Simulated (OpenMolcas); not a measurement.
**Mn4+: moving the ligands**

Mn4+ with its 6 nearest chloride ions at 2.344 Å, on the Zr site of Cs2ZrCl6 (a = 10.407 Å, distance in the model lattice 2.446 Å). The rest of the host is ab initio model potentials to 7.6 Å and point charges beyond; the distance is set by hand and nothing relaxes. Ligand basis ANO-RCC-VDZP.
```
Mn    0.0000    0.0000    0.0000
Cl    2.3440    0.0000    0.0000
Cl    0.0000    2.3440    0.0000
Cl   -2.3440    0.0000    0.0000
Cl    0.0000   -2.3440    0.0000
Cl    0.0000    0.0000    2.3440
Cl    0.0000    0.0000   -2.3440
```

```yaml
Program: OpenMolcas
Method: "SS-CASPT2, IPEA 0.25 Eh, imaginary shift 0.1 Eh (closed shells correlated: 3s 3p and the ligand valence shells)"
Basis: ANO-RCC-VTZP [6s5p3d2f1g]
Scalar_Hamiltonian: DKH2, point nucleus
Active_space: 3 electrons in 5 orbitals (3d)
State_averaging: 2S+1 = 4 even, 10 roots; 2S+1 = 2 even, 40 roots
Spin-orbit_coupling: RASSI with atomic mean-field integrals over the reference wave functions
```

Runs around this geometry, states (labels of O, the rotations of Oh). Energies in cm-1 above the lowest state or level, χT in cm3 K/mol.

```csv
R (Å),Ground state,First state of that spin,First gap with spin-orbit (degeneracies),χT at 300 K,First state of another spin
2.29,4A2,4T2 29190,"11410 (4, 4)",1.857,2E 11420
2.344,4A2,4T2 28540,"11590 (4, 4)",1.856,2E 11600
2.446,4A2,4T2 27920,"11970 (4, 4)",1.856,2E 11990
```

Taking the first state of the same spin as R^-n, n = -ln(27920 / 29190) / ln(2.446 / 2.29) = 0.7 between the shortest and longest distance.

Roots that are degenerate in the reference are averaged as groups; the widest CASPT2 spread within a group is 780 cm-1 (the 2-fold group of multiplicity 2 near 38400 cm-1 above the lowest state of its run, R = 2.344). Shifts and gaps below about the spread of the groups concerned are not significant. Over all roots computed the reference weight is 0.59 to 0.62 in R = 2.29, 0.57 to 0.61 in R = 2.344, 0.46 to 0.60 in R = 2.446; the roots of lowest weight are the least certain, and an intruder state may touch them. Ligand-to-metal charge-transfer states are missing. With no ligand orbital active B as a rule stays too high, so bands that hang on it stand too high and its fall with covalency is understated. With one d shell and no ligand orbital active, 10Dq can be off by a tenth or more. The least metal-like active orbital is 69 % on the metal (Löwdin) and no ligand orbital is active, so the numbers are rough (holds for R = 2.29). These CASPT2 states fit no ligand-field parameters well, so their order and spin gaps are uncertain (holds for R = 2.29). The least metal-like active orbital is 68 % on the metal (Löwdin) and no ligand orbital is active, so the numbers are rough (holds for R = 2.344). The least metal-like active orbital is 66 % on the metal (Löwdin) and no ligand orbital is active, so the numbers are rough (holds for R = 2.446). No measured value stands beside these numbers; the geometry was set by hand and not optimised.
